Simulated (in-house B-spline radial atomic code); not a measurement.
**RPA and G0W0 on Hartree-Fock: Cl5+**

Configuration [Ne] 3s2, mean-field start Hartree-Fock. Computed with a B-spline radial code for spherical atoms: all electrons, non-relativistic, point nucleus, each spin shell either full or empty, empty states to l = 9 with an (l + 1/2)⁻⁴ tail; G0W0 by contour deformation at full frequency.

Command:
```bash
python run_gw.py task.json out
```
Settings (radii: box in bohr, nucleus in fm):
```
Z                        17
electrons                12
configuration            [Ne] 3s2
hamiltonian              nr
method                   hf
lmax                     9
spin_polarised           False
box_radius               10.43
intervals                47
ion_configuration        [Ne] 3s1
```

Cost of the run: 2.8 s on 1 thread of Arm Neoverse N1, with other jobs on the host.

Energies (hartree):

```csv
term,value
mean-field total,-452.40982
Hartree-Fock functional on these orbitals,-452.40982
direct second order,-0.7428
second-order exchange,0.2679
SOSEX correction,0.24907
```

What is the RPA correlation energy, and what remains with SOSEX?

RPA gives -0.67898 hartree (-1.54 eV per electron); RPA + SOSEX gives -0.42991, and the second-order doubles (MP2) -0.4749 hartree. SOSEX takes back 37 % of the RPA value.

Quasi-particle levels (eV):

```json
{"level": "3s", "occupied": "yes", "mean field": "-94.87", "Σx - vxc": "0.00", "Σc": "?", "QP weight": "?", "G0W0": "?"}
{"level": "2p", "occupied": "yes", "mean field": "-303.62", "Σx - vxc": "0.00", "Σc": "2.75", "QP weight": "0.971", "G0W0": "-300.87"}
{"level": "1s", "occupied": "yes", "mean field": "-2942.28", "Σx - vxc": "0.00", "Σc": "20.91", "QP weight": "0.947", "G0W0": "-2921.37"}
{"level": "3p", "occupied": "no", "mean field": "-66.48", "Σx - vxc": "0.00", "Σc": "-1.45", "QP weight": "0.973", "G0W0": "-67.93"}
```

G0W0 = mean field + (Σx - vxc) + Σc, with Σc (partial-wave tail included) taken at the quasi-particle energy. Levels of low weight are left out.

Where does G0W0 put 3s?

At -96.79 eV, with Σc = -1.92 eV and a quasi-particle weight of 0.975. The tabulated removal energy is 96.94 ± 0.04 eV (NIST, semi-empirical); the calculation leaves out relativity, Breit and QED terms, and what these don't explain is the method's own error.

What does it cost to remove one electron (to [Ne] 3s1) by differences of total energies, each species on its own start (correlation terms add to the Hartree-Fock functional)?

Hartree-Fock functional 94.68 eV, + RPA 96.50 eV, + RPA + SOSEX 96.01 eV, + second order 96.34 eV. Tabulated: 96.94 ± 0.04 eV (NIST, semi-empirical); the calculation leaves out relativity, Breit and QED terms, and what these don't explain is the method's own error.
